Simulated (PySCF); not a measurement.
C2H7Si (SMILES [CH2][SiH2]C), doublet, at a GFN2-xTB geometry; DF-BLYP/6-311++G** (PySCF).

Input for PySCF:
```python
from pyscf import gto, scf, dft

mol = gto.M(
    atom='''
C     1.521742    0.610080    0.154806
Si    0.090752   -0.486665   -0.243658
C    -1.511879    0.361273    0.314774
H     2.538626    0.318024   -0.040219
H     1.413876    1.586748    0.593200
H     0.027452   -0.747493   -1.692721
H     0.229928   -1.783053    0.441840
H    -1.510541    0.547025    1.385012
H    -2.379465   -0.252284    0.090844
H    -1.649581    1.316233   -0.184230
''',
    basis='6-311++g**',
    charge=0,
    spin=1,
    verbose=5,
)

mf = dft.UKS(mol)
mf.xc = 'blyp'
mf = mf.density_fit(auxbasis='def2-universal-jkfit')
mf.kernel()
mf.analyze()
```

What the program printed (banner, timings and long lists left out):

```
PySCF version 2.14.0

[INPUT] verbose = 5
[INPUT] max_memory = 4000
[INPUT] num. atoms = 10
[INPUT] num. electrons = 33
[INPUT] charge = 0
[INPUT] spin (= nelec alpha-beta = 2S) = 1
[INPUT] symmetry False subgroup None
[INPUT] Mole.unit = angstrom
[INPUT] Symbol           X                Y                Z      unit          X                Y                Z       unit  Magmom
[...]
[INPUT] ---------------- BASIS SET ----------------
[INPUT] l, kappa, [nprim/nctr], expnt,             c_1 c_2 ...
[INPUT] H
[...]
                                5.09479           0.190373
                                1.15879           0.852161
[...]
[INPUT] C
[...]
                                682.024           0.0152306
                                154.973           0.0761269
                                44.4553           0.260801
                                13.029            0.616462
                                1.82773           0.221006
[...]
                                4.80331           0.919999
                                1.45933           -0.00303068
[...]
                                4.80331           0.237594
                                1.45933           0.815854
[...]
[INPUT] Si
[...]
                                10354.94          0.005932
                                2333.8796         0.031088
                                657.14295         0.124967
                                214.30113         0.386897
                                77.629168         0.554888
[...]
                                30.630807         0.627765
                                12.801295         0.247623
[...]
                                78.900366         0.068299
                                24.98815          0.290958
                                9.219711          0.732117
[...]
                                1.45131           0.439148
[...]
nuclear repulsion = 106.045806169988
number of shells = 69
number of NR pGTOs = 182
number of NR cGTOs = 123
basis = 6-311++g**
ecp = {}

******** <class 'pyscf.df.df_jk.DFUKS'> ********
method = DFUKS
initial guess = minao
damping factor = 0
level_shift factor = 0
DIIS = <class 'pyscf.scf.diis.CDIIS'>
diis_start_cycle = 1
diis_space = 8
diis_damp = 0
SCF conv_tol = 1e-09
SCF conv_tol_grad = None
SCF max_cycles = 50
direct_scf = False
number electrons alpha = 17  beta = 16
XC library pyscf.dft.libxc version 7.1.2
    S. Lehtola, C. Steigemann, M. J. T. Oliveira, and M. A. L. Marques,  SoftwareX 7, 1–5 (2018)
XC functionals = blyp
    A. D. Becke,  Phys. Rev. A 38, 3098 (1988)
    C. Lee, W. Yang, and R. G. Parr,  Phys. Rev. B 37, 785 (1988)
    B. Miehlich, A. Savin, H. Stoll, and H. Preuss,  Chem. Phys. Lett. 157, 200 (1989)
radial grids:
    Treutler-Ahlrichs [JCP 102, 346 (1995); DOI:10.1063/1.469408] (M4) radial grids

becke partition: Becke, JCP 88, 2547 (1988); DOI:10.1063/1.454033
pruning grids: <function nwchem_prune>
grids dens level: 3
symmetrized grids: False
atomic radii adjust function: <function treutler_atomic_radii_adjust>
small_rho_cutoff = 0
Set gradient conv threshold to 3.16228e-05
atom C rad-grids = 75, ang-grids = [ 50  50  50  50  50  50  50  50  50  50  50  50  50  50  50  50  50  50
  50  50  50  50  86  86  86  86  86  86  86  86  86  86 266 266 266 266
 266 266 302 302 302 302 302 302 302 302 302 302 302 302 302 302 302 302
 302 302 302 302 266 266 266 266 266 266 266 266 266 266 266 266 266 266
 266 266 266]
atom Si rad-grids = 80, ang-grids = [ 50  50  50  50  50  50  50  50  50  50  50  50  50  50  50  50  50  50
  50  50  50  50  50  86  86  86  86  86  86  86  86  86  86  86  86  86
 350 350 350 350 350 350 350 350 434 434 434 434 434 434 434 434 434 434
 434 434 434 434 434 434 434 434 350 350 350 350 350 350 350 350 350 350
 350 350 350 350 350 350 350 350]
atom H rad-grids = 50, ang-grids = [ 50  50  50  50  50  50  50  50  50  50  50  50  50  50  50  86  86  86
[...]
converged SCF energy = -369.832369219369  <S^2> = 0.75279886  2S+1 = 2.0027969
Total Energy =                        -369.832369219368843
[...]
spin_pop of  1 Si 7py       0.00000
spin_pop of  1 Si 7pz       0.00000
spin_pop of  1 Si 3dxy      0.00009
spin_pop of  1 Si 3dyz      0.00124
spin_pop of  1 Si 3dz^2     0.00079
spin_pop of  1 Si 3dxz      0.00203
spin_pop of  1 Si 3dx2-y2    0.00048
spin_pop of  2 C 1s       -0.00000
spin_pop of  2 C 2s       -0.00001
spin_pop of  2 C 3s        0.00000
spin_pop of  2 C 4s       -0.00000
spin_pop of  2 C 5s        0.00000
spin_pop of  2 C 2px      -0.00016
spin_pop of  2 C 2py       0.00037
spin_pop of  2 C 2pz       0.00071
spin_pop of  2 C 3px       0.00002
spin_pop of  2 C 3py       0.00011
spin_pop of  2 C 3pz       0.00030
spin_pop of  2 C 4px      -0.00001
spin_pop of  2 C 4py      -0.00000
spin_pop of  2 C 4pz      -0.00000
spin_pop of  2 C 5px      -0.00004
spin_pop of  2 C 5py       0.00001
spin_pop of  2 C 5pz       0.00005
spin_pop of  2 C 3dxy      0.00000
spin_pop of  2 C 3dyz      0.00000
spin_pop of  2 C 3dz^2     0.00000
spin_pop of  2 C 3dxz      0.00000
spin_pop of  2 C 3dx2-y2    0.00000
spin_pop of  3 H 1s       -0.02234
spin_pop of  3 H 2s       -0.00012
spin_pop of  3 H 3s        0.00016
spin_pop of  3 H 4s        0.00001
spin_pop of  3 H 2px      -0.00010
spin_pop of  3 H 2py       0.00006
spin_pop of  3 H 2pz       0.00036
spin_pop of  4 H 1s       -0.02269
spin_pop of  4 H 2s       -0.00009
spin_pop of  4 H 3s        0.00017
spin_pop of  4 H 4s        0.00001
spin_pop of  4 H 2px      -0.00001
spin_pop of  4 H 2py      -0.00002
spin_pop of  4 H 2pz       0.00038
spin_pop of  5 H 1s        0.04331
spin_pop of  5 H 2s        0.00032
spin_pop of  5 H 3s        0.00066
spin_pop of  5 H 4s        0.00003
spin_pop of  5 H 2px       0.00008
spin_pop of  5 H 2py      -0.00001
spin_pop of  5 H 2pz       0.00031
spin_pop of  6 H 1s        0.03903
spin_pop of  6 H 2s        0.00028
spin_pop of  6 H 3s        0.00062
spin_pop of  6 H 4s        0.00002
spin_pop of  6 H 2px       0.00014
spin_pop of  6 H 2py       0.00012
spin_pop of  6 H 2pz       0.00009
spin_pop of  7 H 1s       -0.00029
spin_pop of  7 H 2s        0.00007
spin_pop of  7 H 3s        0.00001
spin_pop of  7 H 4s        0.00001
spin_pop of  7 H 2px       0.00001
spin_pop of  7 H 2py      -0.00000
spin_pop of  7 H 2pz       0.00000
spin_pop of  8 H 1s       -0.00060
spin_pop of  8 H 2s       -0.00001
spin_pop of  8 H 3s       -0.00001
spin_pop of  8 H 4s       -0.00001
spin_pop of  8 H 2px       0.00000
spin_pop of  8 H 2py       0.00000
spin_pop of  8 H 2pz       0.00000
spin_pop of  9 H 1s       -0.00028
spin_pop of  9 H 2s        0.00006
spin_pop of  9 H 3s        0.00001
spin_pop of  9 H 4s        0.00001
spin_pop of  9 H 2px       0.00001
spin_pop of  9 H 2py       0.00000
spin_pop of  9 H 2pz       0.00000
 ** Mulliken Spin Density (per atom)  **
spin density of  0 C =      0.98682
spin density of  1 Si =     -0.02798
spin density of  2 C =      0.00137
spin density of  3 H =     -0.02197
spin density of  4 H =     -0.02224
spin density of  5 H =      0.04470
spin density of  6 H =      0.04030
spin density of  7 H =     -0.00019
spin density of  8 H =     -0.00063
spin density of  9 H =     -0.00019
 ** Mulliken pop alpha/beta on meta-lowdin orthogonal AOs **
 ** Mulliken pop       alpha | beta **
In total            17.00000 | 16.00000
 ** Mulliken atomic charges   ( Nelec_alpha | Nelec_beta ) **
charge of  0C =     -0.47018  (     3.72850      2.74168 )
charge of  1Si =      0.62036  (     6.67583      6.70381 )
charge of  2C =     -0.57177  (     3.28657      3.28520 )
charge of  3H =      0.12854  (     0.42475      0.44672 )
charge of  4H =      0.12959  (     0.42409      0.44632 )
charge of  5H =     -0.10375  (     0.57422      0.52952 )
charge of  6H =     -0.10378  (     0.57204      0.53174 )
charge of  7H =      0.12318  (     0.43831      0.43850 )
charge of  8H =      0.12475  (     0.43731      0.43794 )
charge of  9H =      0.12305  (     0.43838      0.43857 )
Dipole moment(X, Y, Z, Debye): -0.07876,  0.44970,  0.22220
```
